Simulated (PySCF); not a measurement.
Bonding in `NCCC(=O)[Si@H](N)[SiH3]`

Species: C3H12N2OSi2.
SMILES with atom numbers: `[NH2:1][CH2:2][CH2:3][C:4](=[O:5])[Si@H:6]([NH2:7])[SiH3:8]` (hydrogens: H9, H10 on N1; H11, H12 on C2; H13, H14 on C3; H15 on Si6; H16, H17 on N7; H18, H19, H20 on Si8)

Geometry (GFN2-xTB, Å), atoms numbered from 1 in this order:
```
atom  x, y, z in Å
N1     3.5564   -0.9001    0.5132
C2     2.3499   -0.1915    0.8902
C3     1.2886   -0.0833   -0.2147
C4     0.1015    0.7705    0.1739
O5     0.1462    1.5524    1.1005
Si6   -1.5454    0.5488   -0.8146
N7    -2.5347    1.9610   -0.7805
Si8   -2.6923   -1.2245    0.1190
H9     4.0169   -0.4310   -0.2599
H10    3.3352   -1.8446    0.2151
H11    1.9147   -0.7057    1.7514
H12    2.6335    0.8140    1.2095
H13    1.7242    0.3848   -1.1042
H14    0.9270   -1.0720   -0.5121
H15   -1.1394    0.4325   -2.2244
H16   -3.0687    2.1552    0.0522
H17   -2.1511    2.8275   -1.1278
H18   -2.1920   -2.5015   -0.4036
H19   -2.5473   -1.2903    1.5773
H20   -4.1284   -1.1915   -0.1635
```

Bond orders from the PBE0/pcSseg-1 density (PySCF). Isolated species at its GFN2-xTB geometry (one conformer only).

(1) Where do the orders between heavy atoms depart from those drawn in the SMILES?

(2) Give the Mayer order of every bond between heavy atoms, beside its length.

## Answers

(1) The largest departure is 0.245, at C4–Si6 (drawn single, 0.755). Drawn single, order below 0.88: C4–Si6 (0.755).

(2) 
```
   bond  drawn as  length (Å)  Mayer order
  N1–C2    single       1.449        1.028
  C2–C3    single       1.536        1.013
  C3–C4    single       1.513        0.921
  C4–O5    double       1.213        1.936
 C4–Si6    single       1.934        0.755
 Si6–N7    single       1.725        1.089
Si6–Si8    single       2.309        0.928
```

Bonds between the same two heavy elements. C–C: lowest C3–C4 (0.921, 1.513 Å), highest C2–C3 (1.013, 1.536 Å); in 1 of the 1 pairs the longer bond (by over 0.003 Å) has the higher order (by 0.02 or more).

Question: And the bonds to hydrogen?

Answer: H–N: 0.94 to 0.96 (4 bonds); C–H: 0.92 to 0.95 (4 bonds); H–Si: 0.92 to 0.94 (4 bonds).

Question: Sum the orders of all bonds at each heavy atom with more than one neighbour and set the sums beside the valence in the SMILES.

Answer: N1 2.946 (drawn 3), C2 3.941 (drawn 4), C3 3.787 (drawn 4), C4 3.612 (drawn 4), Si6 3.696 (drawn 4), N7 2.979 (drawn 3), Si8 3.727 (drawn 4). Orders between atoms that aren't bonded are not in these sums.

For a closed shell the Mayer order of atoms A and B is Σ (PS)μν (PS)νμ over the basis functions μ on A and ν on B, with P the density and S the overlap matrix.

These values come from a run that also computed NMR shieldings. Hardware: Arm Neoverse V1, one thread, no GPU, on a shared host. Cost: 56 s (grids of density and orbitals included), 1.0 GiB resident at most.
